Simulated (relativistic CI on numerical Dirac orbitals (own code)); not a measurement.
Computed by Dirac-Coulomb-Breit CI, orbitals from a KLI potential per configuration, QED by a radiative potential, unscaled Slater integrals (own radial code, finite nucleus).

The strongest absorption lines from the ground level of an ion, among the configurations computed and to levels below about 171 eV (vacuum wavelength in nm, gf): 8.9792 (0.29), 9.0677 (1.6), 9.9380 (0.32), 10.047 (0.3), 10.119 (0.74), 10.246 (0.54), 10.831 (0.72), 10.882 (0.47).

(1) Which ion is it?
A. As XIII
B. Ga XI
C. Br XIII
D. Br XV

Results:

(1) D. Br XV has 21 electrons and the ground level 3s2.3p6.3d3 4F_3/2; the strongest line goes to 3s2.3p5.3d4 4D°_1/2. The pattern of lines fixes the number of electrons, and along that sequence the line energies rise steadily with the charge (about as its square where n changes within one kind of shell, about linearly where n is kept but much faster in heavy ions where fine structure, which grows about as Z⁴, sets the gap, and irregularly where shells cross), which fixes Z. Configurations outside the model, such as inner-shell arrays, can give stronger lines. At this charge energies of transitions that change n are usually good to better than 1 %, and those within a shell (Δn = 0) to a few per cent. Terms inside the open d or f shell come out 10 to 20 % too wide with unscaled integrals.

LS names give the leading component of a level, which can be under half, so a name can repeat, a term be missing and a line seem to break the LS rules.
